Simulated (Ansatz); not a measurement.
C₂H₄F₂OSi, SMILES `OC1[SiH2]C1(F)F` at its PBE0-D4/def2-TZVP geometry, where that method's forces vanish. Total charge 0; spin multiplicity 1.

```json
{"atom": "O1", "x (Å)": "0.770", "y (Å)": "0.643", "z (Å)": "-1.661"}
{"atom": "C2", "x (Å)": "-0.125", "y (Å)": "0.013", "z (Å)": "-0.813"}
{"atom": "Si3", "x (Å)": "0.139", "y (Å)": "-1.178", "z (Å)": "0.656"}
{"atom": "C4", "x (Å)": "-0.474", "y (Å)": "0.598", "z (Å)": "0.537"}
{"atom": "F5", "x (Å)": "0.442", "y (Å)": "1.534", "z (Å)": "0.921"}
{"atom": "F6", "x (Å)": "-1.707", "y (Å)": "1.103", "z (Å)": "0.727"}
{"atom": "H7", "x (Å)": "1.338", "y (Å)": "1.210", "z (Å)": "-1.129"}
{"atom": "H8", "x (Å)": "-1.031", "y (Å)": "-0.281", "z (Å)": "-1.345"}
{"atom": "H9", "x (Å)": "-0.808", "y (Å)": "-2.305", "z (Å)": "0.796"}
{"atom": "H10", "x (Å)": "1.454", "y (Å)": "-1.337", "z (Å)": "1.312"}
```

Question: For each bond, give half the difference of the two atoms' forces along it (eV/Å; positive pushes the atoms apart) under PBE-D4, r2SCAN-D4, B3LYP-D4, ωB97M-V in def2-TZVPP. (An estimate is asked.)

Answer: Ansatz gave: 
| bond | length (Å) | PBE-D4 | r2SCAN-D4 | B3LYP-D4 | ωB97M-V |
| --- | --- | --- | --- | --- | --- |
| O1–C2 | 1.384 | 0.23 | 0.25 | 0.31 | 0.36 |
| O1–H7 | 0.963 | 0.41 | 0.00 | -0.06 | -0.13 |
| C2–Si3 | 1.910 | 0.20 | 0.09 | 0.09 | -0.11 |
| C2–C4 | 1.512 | -0.12 | -0.14 | -0.07 | -0.10 |
| C2–H8 | 1.091 | 0.05 | -0.09 | -0.22 | -0.16 |
| Si3–C4 | 1.883 | -0.01 | -0.08 | -0.06 | -0.16 |
| Si3–H9 | 1.478 | -0.02 | -0.06 | -0.11 | -0.10 |
| Si3–H10 | 1.478 | 0.00 | -0.06 | -0.12 | -0.11 |
| C4–F5 | 1.365 | 0.53 | 0.31 | 0.33 | 0.25 |
| C4–F6 | 1.346 | 0.50 | 0.30 | 0.33 | 0.23 |

B3LYP here is the variant with VWN-RPA as its local correlation; programs differ in this.
